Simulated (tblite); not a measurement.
Run record: tight-binding relaxation, `ClC1=CBNC=C1`.

Computed with GFN2-xTB geometry optimisation, gas phase (tblite 0.8.0). Start geometry: from a force field or distance geometry. A driver script takes a list of jobs; this job's settings line and coordinates (Å) are shown.

Input:
```
{"job": {"kind": "relax", "xc": "GFN2-xTB", "basis": "xTB"}, "charge": 0, "multiplicity": 1}
Cl     3.113400    -0.246600    -0.059500
C      1.356000    -0.048700    -0.036800
C      0.846000     1.176900    -0.021700
B     -0.715100     1.355000    -0.005500
N     -1.520900     0.054500     0.033900
C     -0.837600    -1.205100     0.019000
C      0.510000    -1.269300    -0.006900
H      1.478800     2.061000    -0.038400
H     -1.232100     2.403400     0.007200
H     -2.567000     0.087800     0.050300
H     -1.412600    -2.122100     0.036700
H      0.982300    -2.247600    -0.004200
```

Output:
```
step      E/eV     max force
  0    -539.39133    2.692
  1    -539.68154    1.531
  2    -539.80950    1.073
  3    -539.89588    0.891
  4    -539.93449    0.438
  5    -539.94378    0.335
  6    -539.95064    0.286
  7    -539.95733    0.248
  8    -539.96278    0.192
  9    -539.96547    0.121
 10    -539.96629    0.064
 11    -539.96663    0.050
 12    -539.96695    0.054
 13    -539.96721    0.063
 14    -539.96739    0.044
 15    -539.96748    0.027
 16    -539.96754    0.022
 17    -539.96756    0.013
 18    -539.96757    0.006
```

«max force» is the largest atomic force in eV/Å.

Task: From which step on does the largest force stay under 0.1 eV/Å, and how much energy is left to gain from there?

Result: From step 10 (0.064 eV/Å), 1.3 meV above the end.

Main results: energy lowered by 13.3 kcal/mol over 18 steps; largest atomic force 0.006 eV/Å at the end.

Task: Give the final coordinates.

Result: 0.083 Å rms from the input after alignment:
```
atom  x, y, z in Å
Cl1    3.0534   -0.3082   -0.0593
C2     1.3301   -0.0721   -0.0278
C3     0.7895    1.1752   -0.0243
B4    -0.7192    1.3088    0.0038
N5    -1.4265    0.0822    0.0253
C6    -0.8201   -1.1265    0.0204
C7     0.5336   -1.2398   -0.0057
H8     1.4617    2.0212   -0.0416
H9    -1.3162    2.3139    0.0089
H10   -2.4368    0.0600    0.0457
H11   -1.4504   -2.0057    0.0380
H12    1.0022   -2.2096   -0.0095
```

On one thread of an Arm Neoverse V1, no GPU, shared host with 64 logical CPUs at a one-minute load of 12, this took 0.1 s.
Labels such as C1 count atoms from 1, the log's own numbers from 0.
